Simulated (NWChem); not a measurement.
System: C$_{3}$H$_{6}$OSi; SMILES C1=C[SiH2]CO1

```xyz
11

C      0.8001     1.2128     0.0000
C      1.3497    -0.0180     0.0000
Si    -0.0285    -1.2477     0.0000
C     -1.3126     0.1893     0.0000
O     -0.5376     1.4243     0.0000
H      1.3402     2.1575     0.0000
H      2.4263    -0.1367     0.0000
H     -0.1438    -2.1283     1.1973
H     -0.1438    -2.1283    -1.1973
H     -1.9557     0.2156     0.8854
H     -1.9557     0.2156    -0.8854
```
Atoms are numbered in this order, from 1.

The geometry was optimised at B3LYP/6-31G* (spherical d).

### Question
Give the principal values of the shielding tensors (ppm) of C1, C2, Si3, C4, O5 from PBE0/pcSseg-1, GIAO (NWChem), with their diamagnetic and paramagnetic parts as GIAO splits them.

### Answer
```tsv
atom	σ11	σ22	σ33	isotropic	diamagnetic	paramagnetic
C1	-105.5	44.6	90.1	9.7	253.5	-243.8
C2	-3.7	130.0	166.5	97.6	258.4	-160.8
Si3	355.5	369.3	435.0	386.6	880.2	-493.7
C4	85.2	100.8	192.4	126.1	250.7	-124.6
O5	56.0	225.9	229.6	170.5	395.9	-225.4
```
